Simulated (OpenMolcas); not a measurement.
3d7 along the 25-electron sequence

| Item | Value |
| --- | --- |
| Program | OpenMolcas |
| Method | CASSCF |
| Basis | ANO-RCC-VTZP |
| Scalar Hamiltonian | DKH2, point nucleus |
| Spin-orbit coupling | state interaction with AMFI integrals over the reference wave functions, term energies averaged over their components |

Active space for each ion: 7 electrons in 5 orbitals (3d).

Computed levels in cm-1 above 4F 9/2:

```json
{"Level": "4F 7/2", "Co2+": "853", "Ni3+": "1145", "Cu4+": "1546"}
{"Level": "4F 5/2", "Co2+": "1482", "Ni3+": "1984", "Cu4+": "2665"}
{"Level": "4F 3/2", "Co2+": "1915", "Ni3+": "2559", "Cu4+": "3424"}
{"Level": "2G 9/2", "Co2+": "19015", "Ni3+": "22368", "Cu4+": "25097"}
{"Level": "4P 5/2", "Co2+": "19076", "Ni3+": "22246", "Cu4+": "24909"}
{"Level": "4P 3/2", "Co2+": "19369", "Ni3+": "22611", "Cu4+": "25335"}
{"Level": "4P 1/2", "Co2+": "19765", "Ni3+": "23161", "Cu4+": "26119"}
{"Level": "2G 7/2", "Co2+": "19825", "Ni3+": "23466", "Cu4+": "26594"}
{"Level": "2P 3/2", "Co2+": "25149", "Ni3+": "29495", "Cu4+": "33041"}
{"Level": "weight of 4F in the lowest level (%)", "Co2+": "100", "Ni3+": "100", "Cu4+": "100"}
```

Measured, with the error of the calculation in %. Measured levels: Co2+ from Sugar and Corliss, J. Phys. Chem. Ref. Data 10, 1097 (1981); Ni3+ from Corliss and Sugar, J. Phys. Chem. Ref. Data 10, 197 (1981); Cu4+ from Sugar and Musgrove, J. Phys. Chem. Ref. Data 19, 527 (1990).

| Level | Co2+ | Ni3+ | Cu4+ |
| --- | --- | --- | --- |
| 4F 7/2 | 841 (+1.3) | 1190 (-3.7) | 1616 (-4.3) |
| 4F 5/2 | 1451 (+2.1) | 2042 (-2.8) | 2759 (-3.4) |
| 4F 3/2 | 1867 (+2.6) | 2621 (-2.4) | 3528 (-2.9) |
| 2G 9/2 | 16978 (+12.0) | 19830 (+12.8) | 22575 (+11.2) |
| 4P 5/2 | 15202 (+25.5) | 18119 (+22.8) | 20827 (+19.6) |
| 4P 3/2 | 15428 (+25.5) | 18367 (+23.1) | 21066 (+20.3) |
| 4P 1/2 | 15811 (+25.0) | 18958 (+22.2) | 21935 (+19.1) |
| 2G 7/2 | 17766 (+11.6) | 20948 (+12.0) | 24100 (+10.3) |
| 2P 3/2 | 20195 (+24.5) | 23649 (+24.7) | 27016 (+22.3) |

The fine-structure level 4F 3/2 changes by a factor of 1.79 from Co2+ to Cu4+. Its fourth root runs 6.62, 7.11, 7.65, with steps per unit of Z of 0.50, 0.54; equal steps would mean a (Z - σ)^4 law with constant σ.

2G 9/2 changes by a factor of 1.32 over the same range, with steps per unit of Z of +3350, +2730 cm-1.

Without dynamic correlation excited terms often stand tens of per cent too high (terms of higher spin than the ground term too low), and those without a measured partner can miss by more than the paired ones. Some levels mix across a computed gap that differs much from the measured one, so their mixing is not that of the real levels (holds for Ni3+). Computed and measured levels are paired by configuration, term and J; levels that our copy of the source lacks, or whose pairing is in doubt (as where it misses far off the trend of its configuration), stay unpaired and out of the deviations. Levels of configurations outside the active space are missing.
